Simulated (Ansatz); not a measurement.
System: sum formula AlNO2H4, charge 0, multiplicity 1. SMILES: [OH][Al]([OH])[NH2]
Structure (B3LYP-D3(BJ)/def2-TZVP (Ansatz, a program for electronic structure) minimum search):
```
Al
O 1 1.6957
H 2 0.9575 1 122.75
O 1 1.6989 2 118.86 3 0.00
H 4 0.9568 1 125.27 2 180.00
N 1 1.7629 2 117.55 3 180.00
H 6 1.0063 1 125.88 2 180.00
H 6 1.0075 7 110.53 1 180.00
```

Property: atomisation energy (electronic, to ground-state atoms), in kJ/mol. Cores are frozen in the correlated levels unless marked. Open shells are spin-unrestricted. Spin-orbit coupling is left out. No relativistic terms. The coupled-cluster limit lacks core correlation, which all-electron functionals hold. Basis-set limits of correlation are two-point, X^-3; Hartree-Fock from the larger set.

```csv
level,program,atomisation energy (kJ/mol)
HF/6-31G*,Ansatz,1941.7
```

**Question.** Predict the CCSD(T)/CBS(aug-cc-pV(T+d)Z,aug-cc-pV(Q+d)Z) result (Ansatz).

**Answer.** 3036.3 kJ/mol, so HF/6-31G* differs from it by -1094.6 kJ/mol.
